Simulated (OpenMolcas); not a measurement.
Re3+: moving or changing the point charges

Re3+ among 4 point charges of -1 e arranged as a tetrahedron (Td), 1.84 Å from the ion.

```yaml
Program: OpenMolcas 26.06
Method: CASSCF
Basis: ANO-RCC-VDZP [7s6p4d2f1g]
Scalar_Hamiltonian: DKH2, point nucleus
Active_space: 4 electrons in 5 orbitals (5d)
State_averaging: 2S+1 = 5 even, 5 roots; 2S+1 = 3 even, 45 roots; 2S+1 = 1 even, 50 roots
Spin-orbit_coupling: RASSI with atomic mean-field integrals over the reference wave functions
```

Runs around this geometry, states (labels of Td). Energies in cm-1 above the lowest state or level, χT in cm3 K/mol; under a threefold ground state the first gap can be a small split of the lowest multiplet, not the spin-orbit step; 10Dq and B are least-squares fits to the states below 45000 cm-1, weighted by degeneracy, with a free offset, and given where the rms deviation is under 5 % of |10Dq| (or 100 cm-1) and under 700 cm-1; 10Dq is negative for this site.

```csv
R (Å),q (e),Ground state,First state of that spin,10Dq,B (rms of fit),First gap with spin-orbit (degeneracies),χT at 300 K,First state of another spin
1.84,-0.65,5T2,5E 2905,-3025,766 (59),"2930 (1, 3)",0.097,3T1 14042
1.73,-1,5T2,5E 5089,-5280,736 (200),"2764 (1, 3)",0.120,3T1 11981
1.84,-1,5T2,5E 4092,-4261,750 (137),"2834 (1, 3)",0.109,3T1 12945
2.04,-1,5T2,5E 2773,-2904,764 (71),"2929 (1, 3)",0.097,3T1 14157
```

Taking |10Dq| as R^-n, n = -ln(2904 / 5280) / ln(2.04 / 1.73) = 3.6 between the shortest and longest distance. The point-charge formula for a cubic d site gives n = 5.

Scaling the charges by -0.65 / -1 = 0.65 scales |10Dq| by 3025 / 4261 = 0.71; with fixed orbitals a first-order splitting would follow the charge.

Without dynamic correlation the repulsion within the d shell is too large (B by tens of per cent), so at a given field states of lower spin stand too high. Point charges give a weaker field than real ligands, and real ions of this kind are as a rule low spin; the high spin found here belongs to the model. Spin-orbit coupling mixes the spin-free states strongly: the lowest level takes only 54 % from its leading state, 5T2 (figures for R = 1.84, q = -0.65; the like holds for R = 1.73, q = -1, R = 1.84, q = -1, R = 2.04, q = -1). The ground term spreads over less than 5000 cm-1, several times less than with real ligands, so orbital moments are less quenched and χT lies further from the spin-only value than at real sites (holds for R = 1.84, q = -0.65; R = 1.84, q = -1; R = 2.04, q = -1). This is an electrostatic model: the charges have no orbitals. No measured value stands beside these numbers.
